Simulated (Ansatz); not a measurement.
Species, as SMILES: F[Si]F (closed-shell singlet).
Atoms: Si1, F2, F3. Bonds: Si1-F2, Si1-F3.

Basis-set convergence of the harmonic zero-point energy at PBE with Ansatz (a first-principles code). Each level at its own minimum, finite differences of forces, unscaled; the reference is a large set that could be run, not a limit. Cartesian d functions, on some or all atoms, in 6-31G**, 6-31+G*, 6-311G**, 6-311+G**; all else is spherical. The program fits the integrals of some runs and decomposes those of others, by size. No added dispersion term, no relativity. Reference: the value in aug-pcseg-2, 2.76 kcal/mol. Deviations are taken from unrounded values.

```tsv
basis	functions	harmonic zero-point energy (kcal/mol)	minus reference (kcal/mol)
STO-3G	19	3.01	0.25
pcseg-0	31	2.71	-0.06
pcseg-1	46	2.73	-0.03
6-31G**	49	2.88	0.12
6-31+G*	61	2.70	-0.06
6-311G**	63	2.77	0.00
def2-SVPD	70	2.68	-0.08
aug-pcseg-1	73	2.65	-0.12
6-311+G**	75	2.67	-0.09
aug-cc-pV(D+d)Z	78	2.62	-0.15
6-311++G(2d,2p)	89	2.69	-0.07
pcseg-2	94	2.79	0.03
def2-TZVP	99	2.78	0.02
jun-cc-pV(T+d)Z	126	2.73	-0.03
def2-TZVPPD	128	2.76	0.00
aug-pcseg-2	142	2.76	0.00
cc-pCVTZ	145	2.78	0.02
aug-cc-pV(T+d)Z	147	2.75	-0.02
```

The smallest set listed that lies within 0.2 kcal/mol of the reference with all its larger relatives (same family, alike in diffuse functions; a set with none counts only in the reference's own line) is pcseg-0 (31 functions, -0.06 kcal/mol off). Inside, with no larger relative to test it: cc-pCVTZ. (Relatives not listed, tested too: def2-TZVPP 0.02, def2-TZVPD 0.00, 6-311++G(3df,3pd) -0.05 kcal/mol.)
